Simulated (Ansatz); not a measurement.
Reaction (redistribution): `B[C](=C)[AlH][F]` + `C[SiH](F)C#N` → `B[C](=C)[AlH][CH3]` + `N#C[SiH](F)F`

Gas-phase electronic energies from Ansatz, PBE0-D4/def2-TZVP geometries. CBS: MP2 limit from def2 TZ/QZ plus the TZ coupled-cluster correction, frozen cores. This one scheme is used for every species. One conformer a species, not always the lowest.

`B[C](=C)[AlH][F]`:

Cartesian coordinates in Å:
```
B 0.199 1.593 0.353
C -0.067 0.089 0.119
C -0.907 -0.525 0.978
Al 0.681 -1.023 -1.281
F 1.726 -0.380 -2.385
H 0.933 2.228 -0.347
H -0.349 2.144 1.270
H -1.167 -1.583 0.911
H -1.379 0.015 1.800
H 0.329 -2.557 -1.418
```

`C[SiH](F)C#N`:

Cartesian coordinates in Å:
```
C -0.270 0.135 -1.217
Si 0.481 -0.415 0.372
F 2.013 0.009 0.455
C -0.374 0.438 1.777
N -0.947 0.961 2.629
H 0.226 -0.348 -2.062
H -1.330 -0.131 -1.243
H -0.184 1.217 -1.333
H 0.383 -1.867 0.622
```

`B[C](=C)[AlH][CH3]`:

```xyz
13

B     0.250    1.594    1.027
C     0.215    0.902   -0.351
C     0.456    1.687   -1.422
Al   -0.152   -0.993   -0.663
C    -0.516   -2.211    0.815
H     0.036    0.999    2.047
H     0.498    2.769    1.096
H     0.667    2.753   -1.317
H     0.454    1.313   -2.447
H    -0.138   -1.474   -2.184
H    -0.672   -3.243    0.494
H    -1.407   -1.893    1.367
H     0.307   -2.203    1.538
```

`N#C[SiH](F)F`:

Cartesian coordinates in Å:
```
N -0.545 -1.794 1.549
C -0.299 -0.948 0.808
Si 0.158 0.420 -0.331
F -1.059 1.417 -0.385
F 0.375 -0.206 -1.759
H 1.370 1.111 0.118
```

```tsv
level	ΔE (eV)
MP2/def2-TZVPP	0.63
CCSD/def2-TZVPP	0.62
MP2/def2-QZVPP	0.64
MP2/CBS(def2)	0.65
```

**Question.** What does CCSD(T)/CBS give? (Estimate.)

**Answer.** The calculation gave: +0.63 eV. The listed levels differ from it by 0.00, -0.01, 0.01, 0.02 eV.

Largest T1 diagnostic among the species: 0.013.
